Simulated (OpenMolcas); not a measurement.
An OpenMolcas run meant for Sc (ANO-RCC-VQZP, DKH2; inactive shells 1s 2s 2p 3s 3p; intended active space 3 electrons in 6 orbitals (3d 4s)). One step of its input:

```
&RASSCF
FileOrb=start.orb
Symmetry=1
Spin=4
nActEl=3 0 0
Inactive=3 6
Ras2=6 0
CIRoot=17 17 1
SDav=20
CIMx=300
Iter=83 100
PrWF=0.3
OrbListing=Nothing
MaxOrb=0
Atom
Thrs=1.0e-5 5.0e-1 5.0e-1
```

The run finished. Its levels beside those of a sound run (CASSCF), in cm-1 above each run's lowest level:

```
        Level  This run  Usual run
3d 4s2 2D 3/2       0.0        0.0
3d 4s2 2D 5/2       128        128
3d2 4s 4F 3/2      6021       5992
3d2 4s 4F 5/2      6058       6028
3d2 4s 4F 7/2      6108       6079
3d2 4s 4F 9/2      6174       6144
3d2 4s 2F 5/2     11763      11758
3d2 4s 2F 7/2     11890      11884
3d2 4s 4P 1/2     13674      13651
3d2 4s 4P 3/2     13694      13672
3d2 4s 4P 5/2     13726      13703
3d2 4s 2D 3/2     14481      14476
3d2 4s 2D 5/2     14495      14489
3d2 4s 2G 7/2     17915      17909
```

**Question.** Which setting is unsound, and how much does it matter here?

**Answer.** The convergence thresholds are far too loose, so the orbitals stop early. Against the sound run the excited levels shown move by 16 cm-1 on average and by 30 cm-1 at most.

Some high roots are left out of the spin-orbit mixing, which shifts the levels that they would mix with. Without dynamic correlation excited terms often stand tens of per cent too high (terms of higher spin than the ground term too low), and those without a measured partner can miss by more than the paired ones. A single d shell beside an s shell can misplace configurations of different d count against each other. Only configurations of the active space appear.
